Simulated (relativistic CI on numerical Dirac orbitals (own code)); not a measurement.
**Pt⁵⁺: O2,3 absorption edge**

Computed with this model: Dirac-Coulomb-Breit CI, KLI orbitals optimised for each configuration, model QED, valence Slater integrals scaled by 0.8, multiplet model of core-to-valence dipole absorption; configurations [Xe] 4f14 5d5 → [Kr] 4d10 4f14 5s2 5p5 5d6; 10 K; Lorentzian 1.5 eV and Gaussian 0.3 eV FWHM. Energies are those of the free ion, without screening or charge transfer. The branching ratio is the share of the lower-energy edge in the whole absorption, uncertain by about 0.02 where the edges overlap. S is read from ⟨S²⟩ = S(S + 1).

Field parameters in Wybourne normalisation: Oh B⁴₀ = 21Dq, B⁴₄ = √(5/14) B⁴₀. The field is a parameter set, without covalency.

free ion: ground-state S = 2.31, centroid 58.74 eV. Peaks (eV, height): 56.2 (100), 61.2 (32), 72.5 (7), 73.2 (7).

Oh, 10Dq = 10000 cm⁻¹: ground-state S = 2.12, centroid 58.69 eV. Peaks (eV, height): 56.5 (100), 61.8 (29), 73.2 (6).

Oh, 10Dq = 22550 cm⁻¹: ground-state S = 1.00, centroid 60.74 eV. Peaks (eV, height): 52.2 (15), 57.8 (100), 74.0 (15), 76.0 (16).

Oh, 10Dq = 35100 cm⁻¹: ground-state S = 0.69, centroid 62.51 eV. Peaks (eV, height): 51.8 (20), 56.8 (49), 59.2 (100), 74.8 (41), 78.2 (17).

Strongest unbroadened transitions for Oh, 10Dq = 10000 cm⁻¹:

| Energy (eV) | Relative strength |
| --- | --- |
| 55.28 | 19.0 |
| 55.93 | 81.7 |
| 56.05 | 16.3 |
| 56.16 | 21.0 |
| 56.18 | 21.2 |
| 56.48 | 21.3 |
| 56.52 | 90.1 |
| 56.57 | 55.0 |
| 56.66 | 100.0 |
| 56.81 | 22.0 |
| 57.01 | 20.1 |
| 57.34 | 16.1 |
| 57.95 | 68.7 |
| 59.34 | 20.7 |
| 61.29 | 24.0 |
| 61.86 | 31.8 |
| 62.00 | 15.9 |
| 62.08 | 24.2 |
